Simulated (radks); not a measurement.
Q: Coherent X-ray form factor from a spherical all-electron density. Calculated with a radial shooting solver on a logarithmic mesh with Libxc functionals: scalar-relativistic Kohn-Sham, PBE, spin-polarised, spherical densities, finite nucleus; Fermi nuclear charge, rms radius of each element as measured or else 0.836 A^(1/3) + 0.57 fm.

| sin(theta)/lambda (1/angstrom) | f0 (electrons) |
|---|---|
| 0.05 | 48.198 |
| 0.1 | 46.098 |
| 0.15 | 43.323 |
| 0.2 | 40.375 |
| 0.25 | 37.502 |
| 0.3 | 34.795 |
| 0.4 | 29.997 |
| 0.5 | 26.102 |
| 0.6 | 23.095 |
| 0.8 | 19.067 |
| 1 | 16.356 |
| 1.25 | 13.477 |
| 1.5 | 10.911 |
| 2 | 7.354 |

The species is in the configuration that NIST lists as its ground one. Which atom or ion scatters so?

A: The tin ion Sn+, [Kr] 4d10 5s2 5p1. Extrapolating in s^2 from the first two rows gives f0(0) = 48.9, near the electron count 49; among species with that count, the fall with angle is slower the higher Z, and the table is that of Z = 50; from so few rows the species is fixed only to a neighbour or two.
